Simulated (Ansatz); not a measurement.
Job for Ansatz (an electronic-structure program): R-PBE/def2-TZVPP on AsF2H2In (SMILES [F][In]([F])[AsH2]), a point of a torsion scan. Elements past Kr take the def2 small-core potentials; no spin–orbit coupling.

Ansatz 0.2 input:
```yaml
crystal:
  periodic: [false, false, false]
  atoms:
    - {symbol: F, position_ang: [-1.75401048, -1.80077414, 0.33141969]}
    - {symbol: In, position_ang: [-0.98994032, 0.02727712, -0.02915474]}
    - {symbol: F, position_ang: [-2.31459496, 1.49698135, -0.36217216]}
    - {symbol: As, position_ang: [1.60243389, 0.24688890, 0.04186222]}
    - {symbol: H, position_ang: [1.53733346, -0.21567340, 1.47441247]}
    - {symbol: H, position_ang: [1.66756685, -1.18996014, -0.39381270]}
basis:
  gaussian:
    orbitals: def2-TZVPP
hamiltonian:
  xc: {name: PBE}
scf: {lower_state_search: off}
```

### Question
Give the final energy of this run.

### Answer
-2626.5479 hartree.
